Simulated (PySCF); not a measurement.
## SrSn: energy against distance

Set-up: basis Sr def2-SVP with ECP28, Sn def2-SVP with ECP28; scalar-relativistic core potentials; PySCF 2.14. Energies in eV from Sr + Sn in their ground configurations at the same level. State: ³Σ⁻ (triplet), unpaired electrons π ↑↑.

All columns are M06-L. A positive dipole means Sr(−)Sn(+).

```csv
R (Å),E (eV),μ (D),Mulliken charge on Sr (basis-dependent),HOMO (eV),LUMO (eV),Mayer bond order,⟨S²⟩
2.731,-0.815,-4.15,0.19,-3.53,-2.94,1.88,2.24
2.857,-1.119,-4.49,0.20,-3.61,-2.85,1.81,2.25
2.985,-1.281,-4.76,0.21,-3.68,-2.77,1.74,2.25
3.080,-1.336,-4.94,0.22,-3.60,-2.71,1.69,2.26
3.175,-1.348,-5.10,0.23,-3.52,-2.67,1.63,2.26
3.270,-1.329,-5.23,0.23,-3.46,-2.63,1.57,2.27
3.397,-1.269,-5.37,0.24,-3.38,-2.58,1.49,2.26
3.556,-1.164,-5.10,0.24,-3.36,-2.89,1.37,2.09
3.747,-1.031,-5.12,0.23,-3.32,-2.98,1.23,2.06
4.000,-0.846,-5.13,0.23,-3.30,-3.05,1.04,2.05
```

A fit through these points gives, at Re = 3.160 Å, μ = -5.07 D and dμ/dR = -1.55 D/Å; the reduced mass is 50.72 u.

Task: How strong is the fundamental in the double-harmonic approximation, I = 42.26·(dμ/dR)²/μred km/mol?

Result: I = 42.26·(-1.55)²/50.72 = 2.00 km/mol at M06-L.

Spin–orbit coupling is left out, which matters for elements this heavy, above all for dissociation energies. The state is the lowest determinant that a PBE0 search found; another state may lie lower at other levels.
